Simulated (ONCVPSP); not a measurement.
## An all-electron radial function and its pseudo partner (fluorine)

Columns: radius, all-electron u(r) and pseudo u(r) of the 2p shell (level -19.23 eV) of fluorine in the configuration [He] 2s2 2p4.5; PBE, scalar-relativistic, ONCV scheme, ONCVPSP 4.0.1.

```
r (bohr)  all-electron  pseudo
   0.060        0.0617  0.0261
   0.120        0.1918  0.1009
   0.180        0.3404  0.2148
   0.240        0.4828  0.3537
   0.300        0.6074  0.5017
   0.360        0.7105  0.6435
   0.420        0.7919  0.7665
   0.480        0.8528  0.8628
   0.540        0.8950  0.9291
   0.600        0.9210  0.9668
   0.660        0.9331  0.9797
   0.720        0.9340  0.9740
   0.780        0.9258  0.9557
   0.840        0.9105  0.9299
   0.900        0.8897  0.9005
   0.960        0.8648  0.8697
   1.020        0.8368  0.8385
   1.080        0.8067  0.8071
   1.140        0.7753  0.7753
   1.200        0.7431  0.7431
   1.260        0.7106  0.7106
   1.320        0.6782  0.6782
   1.380        0.6462  0.6462
   1.440        0.6147  0.6147
   1.500        0.5840  0.5840
   1.560        0.5542  0.5542
```

Q: How many radial nodes do the two functions have?

A: The all-electron 2p function has n − l − 1 = 0; the pseudo-wave has 0.

Q: At about which radius was the pseudo-wave matched?

A: 1.20 bohr. The columns agree to 0.0005 from 1.08 bohr on; several derivatives are matched, so the curves merge somewhat inside the radius.

Q: Is the pseudo-wave norm-conserving?

A: Yes: the ONCV scheme keeps the norm inside the radius equal to the all-electron one, which fixes the energy derivative of the logarithmic derivative at the level.
